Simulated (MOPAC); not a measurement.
A run for MOPAC: AM1 on H2OSe (SMILES O[SeH]), a point of a torsion scan.

```
AM1 1SCF PRECISE CHARGE=0 THREADS=1
H2OSe

O     -0.87290557 1     0.28161048 1     0.39130771 1
Se     0.75138008 1     0.70159938 1    -0.31544592 1
H     -1.28015913 1    -0.38676671 1    -0.16463618 1
H      1.30154193 1     1.01693633 1     0.98685728 1
```

Output:

```
*******************************************************************************
 **                                                                           **
 **                              MOPAC v23.2.5                                **
 **                                                                           **
 *******************************************************************************
 ** MOPAC's Digital Object Identifier: https://doi.org/10.5281/zenodo.6511958 **
 **                                                                           **
 ** Please cite the open-source release paper for use of this MOPAC version:  **
 ** J. E. Moussa and J. J. P. Stewart (2026)                                  **
 ** MOPAC: An open-source semiempirical molecular orbital program             **
 ** J. Open Source Softw., 11(119), 8025, https://doi.org/10.21105/joss.08025 **
 *******************************************************************************

                              AM1 CALCULATION RESULTS

 *******************************************************************************
 *  AM1        - The AM1 Hamiltonian to be used
 *
 *
 *
 *                 CHARGE ON SYSTEM = 0
 *
 *
 *
 *  PRECISE    - TIGHTER CRITERIA TO BE USED
 *  1SCF       - DO 1 SCF AND THEN STOP
 *  THREADS=1  - MULTI-THREADING NOT USED
 *  T=         - A TIME OF 172800.0 SECONDS REQUESTED
 *  DUMP=N     - RESTART FILE WRITTEN EVERY 7200.0 SECONDS REQUESTED
 *******************************************************************************
AM1 1SCF PRECISE CHARGE=0 THREADS=1
 H2OSe

   ATOM   CHEMICAL          X               Y               Z
  NUMBER   SYMBOL      (ANGSTROMS)     (ANGSTROMS)     (ANGSTROMS)

     1       O         -0.87290557  *   0.28161048  *   0.39130771  *
     2      Se          0.75138008  *   0.70159938  *  -0.31544592  *
     3       H         -1.28015913  *  -0.38676671  *  -0.16463618  *
     4       H          1.30154193  *   1.01693633  *   0.98685728  *



          CARTESIAN COORDINATES

    NO.       ATOM           X           Y           Z

     1         O         -0.8729      0.2816      0.3913
     2        Se          0.7514      0.7016     -0.3154
     3         H         -1.2802     -0.3868     -0.1646
     4         H          1.3015      1.0169      0.9869

  H: (AM1): M.J.S. DEWAR ET AL, J. AM. CHEM. SOC. 107 3902-3909 (1985)
  O: (AM1): M.J.S. DEWAR ET AL, J. AM. CHEM. SOC. 107 3902-3909 (1985)
 Se: (AM1): J. J. P. STEWART, J. MOL. MOD., 10, 155-164 (2004)

           Empirical Formula: H2 O Se  =     4 atoms



      MOLECULAR POINT GROUP   :   C1


      RHF CALCULATION, NO. OF DOUBLY OCCUPIED LEVELS = 7


 -------------------------------------------------------------------------------
 AM1 1SCF PRECISE CHARGE=0 THREADS=1
 H2OSe



     1SCF WAS SPECIFIED, SO BFGS WAS NOT USED
     SCF FIELD WAS ACHIEVED


                              AM1 CALCULATION
                                                       MOPAC v23.2.5 Linux




          FINAL HEAT OF FORMATION =        -28.89022 KCAL/MOL =    -120.87667 KJ/MOL


          COSMO AREA              =         76.66 SQUARE ANGSTROMS
          COSMO VOLUME            =         59.63 CUBIC ANGSTROMS

          IONIZATION POTENTIAL    =          7.399466 EV
          HOMO LUMO ENERGIES (EV) =         -7.399  0.268
          NO. OF FILLED LEVELS    =          7
          MOLECULAR WEIGHT        =         96.9752         POINT GROUP:  C1

          MOLECULAR DIMENSIONS (Angstroms)

            Atom       Atom       Distance
            H     4    H     3     3.15618
           Se     2    O     1     1.31632
            H     4    O     1     0.28978


          SCF CALCULATIONS        =          1





   ATOM   CHEMICAL          X               Y               Z
  NUMBER   SYMBOL      (ANGSTROMS)     (ANGSTROMS)     (ANGSTROMS)

     1       O         -0.87290557  *   0.28161048  *   0.39130771  *
     2      Se          0.75138008  *   0.70159938  *  -0.31544592  *
     3       H         -1.28015913  *  -0.38676671  *  -0.16463618  *
     4       H          1.30154193  *   1.01693633  *   0.98685728  *

                             CARTESIAN COORDINATES

   1    O       -0.872905570     0.281610480     0.391307710
   2   Se        0.751380080     0.701599380    -0.315445920
   3    H       -1.280159130    -0.386766710    -0.164636180
   4    H        1.301541930     1.016936330     0.986857280


           Empirical Formula: H2 O Se  =     4 atoms



      MOLECULAR POINT GROUP   :   C1


                  EIGENVALUES
 -35.33022 -20.43289 -16.56897 -13.95617 -13.01470 -11.14865  -7.39947   0.26770
   0.77679   5.41291


              NET ATOMIC CHARGES AND DIPOLE CONTRIBUTIONS

  ATOM NO.   TYPE          CHARGE      No. of ELECS.   s-Pop       p-Pop
    1          O          -0.438321        6.4383     1.89820     4.54012
    2         Se           0.284055        5.7159     1.95095     3.76499
    3          H           0.205467        0.7945     0.79453
    4          H          -0.051200        1.0512     1.05120
 DIPOLE           X         Y         Z       TOTAL
 POINT-CHG.     1.279    -0.267    -1.659     2.112
 HYBRID        -0.372    -0.395     0.540     0.765
 SUM            0.908    -0.662    -1.119     1.586


          ATOMIC ORBITAL ELECTRON POPULATIONS

     Atom    s        px        py        pz
    1  O   1.89820   1.36563   1.63618   1.53832
    2 Se   1.95095   0.90805   1.88499   0.97195
    3  H   0.79453
    4  H   1.05120

 **********************
 *                    *
 * JOB ENDED NORMALLY *
 *                    *
 **********************




 == MOPAC DONE ==
```

The run finished.

Cost: around 0.05 core-seconds (rough).
